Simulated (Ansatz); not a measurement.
System: C3H8S, charge 0, singlet. C3H8S (methylsulfanylethane, SMILES CCSC).
B3LYP-D3(BJ)/def2-TZVP minimum from Ansatz (a first-principles code):
```xyz
12

C     -1.5906     0.8997     0.6086
C     -1.0377     0.0227    -0.5062
S      0.4887    -0.8768    -0.0858
C      1.6650     0.4980     0.0221
H     -2.5260     1.3703     0.2951
H     -1.7842     0.3101     1.5052
H     -0.8942     1.6966     0.8728
H     -1.7503    -0.7618    -0.7663
H     -0.8562     0.6051    -1.4124
H      1.4328     1.1680     0.8488
H      1.6923     1.0594    -0.9126
H      2.6461     0.0582     0.1958
```

Total energies in cc-pV(D+d)Z, 26 correlated electrons, 8 frozen orbitals. UHF or UKS for unpaired electrons; spin-orbit terms are left out. Correlated methods leave the cores frozen. No relativity.

```csv
method,program,energy (Eh),minus CCSDT(Q) (mEh)
HF,Ansatz,-515.80012,656.66
MP2,Ansatz,-516.37543,81.35
CCSD,Ansatz,-516.43565,21.14
CCSD(T),Ansatz,-516.45451,2.28
CCSDT(Q),Ansatz,-516.45679,0.00
```

Rough core times of Ansatz's runs on a shared machine: CCSD(T) under 20 s, CCSDT(Q) 2 h.
